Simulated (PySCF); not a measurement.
**Radial density of Cl⁺ (chlorine, charge +1)**

M06-2X, [Ne] 3s2 3p3 4s1, high-spin 5S determinant (an excited configuration). All numbers are calculated (PySCF 2.14, no relativity, point nucleus, in aug-cc-pwCVQZ (10s9p7d5f3g, 134 functions)).

```csv
r (bohr),4πr²ρ (e/bohr),4πr²(ρα − ρβ)
0.00140,0.07602,0.0000
0.00236,0.2083,0.0001
0.00397,0.5577,0.0003
0.00667,1.439,0.0008
0.0112,3.488,0.0020
0.0189,7.610,0.0047
0.0318,13.94,0.0115
0.0534,19.22,0.0342
0.0899,17.50,0.1207
0.151,13.26,0.3581
0.254,18.00,0.5557
0.428,15.92,0.1237
0.719,4.724,0.4251
1.21,3.996,2.2263
2.03,1.852,1.1697
3.42,0.4160,0.3896
5.76,0.1240,0.1240
9.68,0.0006624,0.0007
```

The outer electron is Rydberg-like, and this basis confines it to a smaller radius and binds it less than a complete one would.
